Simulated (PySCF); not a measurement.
Isomers of C5H11N2PSi, mass 158.043 u with the commonest isotopes. Computed with PBE0/pcSseg-1 in PySCF (dipole) on a GFN2-xTB geometry, gas phase. One conformer each, none proved a minimum here; rigid rotors.

Question: Order these by rotational constant C, largest first.
A. `[CH3:1][c:2]1[n:3][n:4]([SiH:5]([CH3:6])[CH3:7])[cH:8][p:9]1` with N3–N4–Si5–C6 60°
B. `[CH3:1][CH2:2][C@@:3]1([C:4]#[N:5])[CH2:6][NH:7][Si@@H:8]1[PH2:9]` with C1–C2–C3–C4 59°, N7–Si8–P9–H -100° and 167°, C2–C3–C6–N7 127°, C3–C6–N7–Si8 -8°, C6–N7–Si8–P9 126°, C2–C3–Si8–N7 -124°
C. `[CH3:1][C@@H:2]1[C@H:3]([C:4]#[N:5])[CH2:6][NH:7][Si@H:8]1[PH2:9]` with N7–Si8–P9–H -173° and -81°, C1–C2–C3–C4 -49°, C2–C3–C6–N7 36°, C3–C6–N7–Si8 -12°, C6–N7–Si8–P9 -127°
D. `[CH2:1]=[CH:2][C@H:3]([C:4]#[N:5])[CH2:6][NH:7][SiH2:8][PH2:9]` with C1–C2–C3–C4 -135°, C2–C3–C6–N7 62°, C3–C6–N7–Si8 -90°, C6–N7–Si8–P9 -19°, N7–Si8–P9–H -78° and -170°

Answer: B (819.3 MHz), C (682.8 MHz), A (655.2 MHz), D (607.3 MHz).

Question: Order these by radius of gyration √(Σ m r²/M), smallest first.
A. `[CH2:1]=[CH:2][C@H:3]([C:4]#[N:5])[CH2:6][NH:7][SiH2:8][PH2:9]` with C1–C2–C3–C4 -135°, C2–C3–C6–N7 62°, C3–C6–N7–Si8 -90°, C6–N7–Si8–P9 -19°, N7–Si8–P9–H -78° and -170°
B. `[CH3:1][C@@H:2]1[C@H:3]([C:4]#[N:5])[CH2:6][NH:7][Si@H:8]1[PH2:9]` with N7–Si8–P9–H -173° and -81°, C1–C2–C3–C4 -49°, C2–C3–C6–N7 36°, C3–C6–N7–Si8 -12°, C6–N7–Si8–P9 -127°
C. `[CH3:1][CH2:2][C@@:3]1([C:4]#[N:5])[CH2:6][NH:7][Si@@H:8]1[PH2:9]` with C1–C2–C3–C4 59°, N7–Si8–P9–H -100° and 167°, C2–C3–C6–N7 127°, C3–C6–N7–Si8 -8°, C6–N7–Si8–P9 126°, C2–C3–Si8–N7 -124°
D. `[CH3:1][c:2]1[n:3][n:4]([SiH:5]([CH3:6])[CH3:7])[cH:8][p:9]1` with N3–N4–Si5–C6 60°

Answer: C (2.195 Å), B (2.270 Å), D (2.327 Å), A (2.381 Å).

Question: Order these by dipole moment, largest first.
A. `[CH3:1][c:2]1[n:3][n:4]([SiH:5]([CH3:6])[CH3:7])[cH:8][p:9]1` with N3–N4–Si5–C6 60°
B. `[CH3:1][C@@H:2]1[C@H:3]([C:4]#[N:5])[CH2:6][NH:7][Si@H:8]1[PH2:9]` with N7–Si8–P9–H -173° and -81°, C1–C2–C3–C4 -49°, C2–C3–C6–N7 36°, C3–C6–N7–Si8 -12°, C6–N7–Si8–P9 -127°
C. `[CH3:1][CH2:2][C@@:3]1([C:4]#[N:5])[CH2:6][NH:7][Si@@H:8]1[PH2:9]` with C1–C2–C3–C4 59°, N7–Si8–P9–H -100° and 167°, C2–C3–C6–N7 127°, C3–C6–N7–Si8 -8°, C6–N7–Si8–P9 126°, C2–C3–Si8–N7 -124°
D. `[CH2:1]=[CH:2][C@H:3]([C:4]#[N:5])[CH2:6][NH:7][SiH2:8][PH2:9]` with C1–C2–C3–C4 -135°, C2–C3–C6–N7 62°, C3–C6–N7–Si8 -90°, C6–N7–Si8–P9 -19°, N7–Si8–P9–H -78° and -170°

Answer: C (4.28 D), D (3.26 D), B (3.09 D), A (2.43 D).

```json
{"SMILES": "C=C[C@H](C#N)CN[SiH2]P", "point group": "C1", "Ia (u·Å²)": "295.89", "Ib (u·Å²)": "663.46", "Ic (u·Å²)": "832.12", "κ": "-0.72", "μa (D)": "2.70", "μb (D)": "1.31", "μc (D)": "1.28"}
{"SMILES": "C[C@@H]1[C@H](C#N)CN[Si@H]1P", "point group": "C1", "Ia (u·Å²)": "248.17", "Ib (u·Å²)": "640.08", "Ic (u·Å²)": "740.19", "κ": "-0.84", "μa (D)": "1.89", "μb (D)": "0.73", "μc (D)": "2.32"}
{"SMILES": "Cc1nn([SiH](C)C)cp1", "point group": "Cs", "Ia (u·Å²)": "241.09", "Ib (u·Å²)": "698.64", "Ic (u·Å²)": "771.29", "κ": "-0.91", "μa (D)": "2.43", "μb (D)": "0.08", "μc (D)": "0.00"}
{"SMILES": "CC[C@@]1(C#N)CN[Si@@H]1P", "point group": "C1", "Ia (u·Å²)": "343.51", "Ib (u·Å²)": "563.13", "Ic (u·Å²)": "616.87", "κ": "-0.76", "μa (D)": "0.73", "μb (D)": "3.14", "μc (D)": "2.82"}
```
